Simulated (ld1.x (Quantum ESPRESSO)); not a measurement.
## Building the PAW potential for Ga (PBE, scalar-relativistic).

```json
{"Element": "Ga (Z = 31)", "Generator": "ld1.x (Quantum ESPRESSO) 7.5", "Type": "PAW", "Functional": "PBE", "Relativity": "scalar-relativistic", "Frozen core": "[Ar] 3d10", "Valence charge": "3", "Reference configuration": "4s2 4p1", "Partial waves": "4s (bound): rcut 1.35, rcutus 1.60 bohr; 4s channel at 2.5 Ry: rcut 1.35, rcutus 1.60 bohr; 4p (bound): rcut 1.90, rcutus 2.45 bohr; 4p channel at 4.15 Ry: rcut 1.90, rcutus 2.45 bohr", "Local potential": "all-electron potential smoothed inside 1.20 bohr (lloc = -2)", "Core correction": "a·sin(br)/r model core, default radius (ld1.x builds one for every PAW set, though the input has nlcc=.false.)", "Augmentation charge": "PSQ, inside the norm-conserving radii"}
```

**Question.** Estimate the cutoffs (Ry, on a coarse ladder) from which the occupation-weighted sum of valence levels, in a spherical-Bessel basis at the reference potential, stays within 10 and 1 mRy of its value at 400 Ry.

**Answer.** 12 Ry and 18 Ry.

**Question.** What does a ghost test show?

**Answer.** No extra level below or beside the all-electron valence levels (s, p, d, f tested).

**Question.** Is the overlap operator S = 1 + Σ q|β⟩⟨β| positive definite (Bessel basis up to 400 Ry)?

**Answer.** Yes: its lowest eigenvalue is 0.54 (s channel).

**Question.** Which valence shell sets the plane-wave cutoff?

**Answer.** 4s: its level needs 18 Ry to come within 1 mRy, against 8 Ry for 4p.

Test run stopped at test 1 of 7 (negative rho).
